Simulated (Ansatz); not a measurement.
F2H2OSi2 (`F[Si]1(F)O[SiH2]1`). Total charge 0; spin multiplicity 1. The structure was optimised at the PBE0-D4/def2-TZVP level.

```xyz
7

F    -0.904    1.205    1.834
Si   -0.552   -0.018    0.900
F    -1.115   -1.286    1.654
O     1.035   -0.122    0.469
Si    0.326    0.051   -1.087
H     0.707    1.294   -1.797
H     0.503   -1.124   -1.972
```

(1) What is the dipole moment at B3LYP/def2-TZVPP? (Best estimate.)

(2) And with PBE, r2SCAN, ωB97M-V? (Estimate.)

(3) Give the Mulliken charges with B3LYP, r2SCAN, PBE in def2-TZVPP. (Best estimate.)

Results:

(1) The calculation gave: 2.39 D, with components (-0.27, 0.19, -2.36) D in this frame, pointing from negative to positive charge.

(2) Ansatz gave: PBE 2.10 D, r2SCAN 2.17 D, ωB97M-V 2.38 D.

(3) Computed: 
```tsv
atom	B3LYP	r2SCAN	PBE
F1	-0.29	-0.29	-0.24
Si2	0.79	0.79	0.69
F3	-0.29	-0.29	-0.24
O4	-0.41	-0.42	-0.33
Si5	0.28	0.31	0.21
H6	-0.04	-0.05	-0.04
H7	-0.04	-0.05	-0.04
```

B3LYP here is the variant with VWN-RPA as its local correlation; programs differ in this.
